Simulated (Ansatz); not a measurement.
## Ligand exchange: GeH3Br + AuF → GeH3F + AuBr

Species: GeH3Br `[GeH3][Br]`, singlet; AuF, singlet; GeH3F (fluorogermane) `[F][GeH3]`, singlet; AuBr, singlet. The partners trade Br for F: Ge–Br and Au–F bonds give way to Ge–F and Au–Br.

Shapes, held fixed at every level: PBE0-D4/def2-TZVP. Programs: Ansatz 0.2.0. The zero-point and thermal change to 298 K, harmonic and unscaled (PBE0-D4/def2-TZVP), is +1.4 kJ/mol.

| level | kind | ΔH(298 K) (kJ/mol) | less CCSD(T)/def2-TZVPP | CPU time (sum over the molecules) |
| --- | --- | --- | --- | --- |
| HF/def2-SVP | Hartree–Fock | -161.0 | -10.6 | – |
| PBE-D4/def2-TZVPP | GGA | -132.6 | +17.8 | 9.8 s |
| BHLYP-D4/def2-TZVPP | global hybrid | -153.2 | -2.8 | 10 s |
| PBE0-D4/def2-TZVPP | global hybrid | -143.5 | +6.9 | 9.6 s |
| r2SCAN0-D4/def2-TZVPP | global hybrid | -149.7 | +0.7 | 18 s |
| wB97M-V/def2-TZVPP | range-separated hybrid | -141.4 | +9.0 | 41 s |
| MP2/def2-SVP | perturbation theory | -166.0 | -15.6 | – |
| CCSD(T)/def2-TZVPP | coupled cluster or CI | -150.4 | 0.0 | 82 s |

The highest level, CCSD(T)/def2-TZVPP, gives ΔH(298 K) = -150.4 kJ/mol; the levels span -166.0 to -132.6. The column of differences is taken from that level and isn't an error. No measured value is set beside it here. For atoms past krypton def2 sets carry core potentials with scalar relativity. Relativity is left out for Br, Ge. Outer-core shells of Au, Br, Ge are correlated, in sets that cover them unevenly. Times are processor times on shared x86 and Arm servers, and rough.
